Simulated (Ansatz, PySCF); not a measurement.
HCl (SMILES Cl) and ClH3Si (SMILES [SiH3]Cl) are pulled apart as rigid monomers along the line of their centres of mass, from the B3LYP-D3(BJ)/def2-TZVP minimum. Starting geometry (charge 0, multiplicity 1):
```xyz
7

Cl     0.181     0.427    -0.082
H     -0.089    -0.456     0.818
Si     0.041     0.641     3.823
Cl    -0.410    -1.269     3.125
H     -0.053     0.601     5.294
H     -0.944     1.575     3.251
H      1.410     0.970     3.387
```

Interaction energies with rigid monomers; basis-set methods are counterpoise corrected unless marked otherwise.

Frozen-core correlation. Rows in 6-31G* carry no dispersion term and start afresh at each structure (6-31G* with six Cartesian d functions).

Programs: Ansatz (an electronic-structure program) with Gaussian orbitals; PySCF for 6-31G* rows, the dispersion terms. Values without a source in brackets are computed.

```csv
H2···Cl4 (Å),HF/aug-cc-pV(T+d)Z (kcal/mol),B3LYP-D3(BJ)/def2-TZVPPD (kcal/mol),PBE0-D3(BJ)/def2-TZVPPD (kcal/mol),M06-2X/6-31G* (no counterpoise) (kcal/mol),CCSD/aug-cc-pV(D+d)Z (kcal/mol)
2.22,2.47,-2.45,-2.56,-2.24,0.11
2.47,0.30,-3.09,-3.03,-3.14,-1.42
2.84,-0.68,-2.58,-2.55,…,-1.74
3.45,-0.65,-1.35,…,-1.41,-1.11
4.43,-0.32,-0.48,-0.54,-0.53,-0.43
```

Task: Complete the blanks.

Result: 
- 2.84, M06-2X/6-31G* (no counterpoise) (kcal/mol): -2.62
- 3.45, PBE0-D3(BJ)/def2-TZVPPD (kcal/mol): -1.45
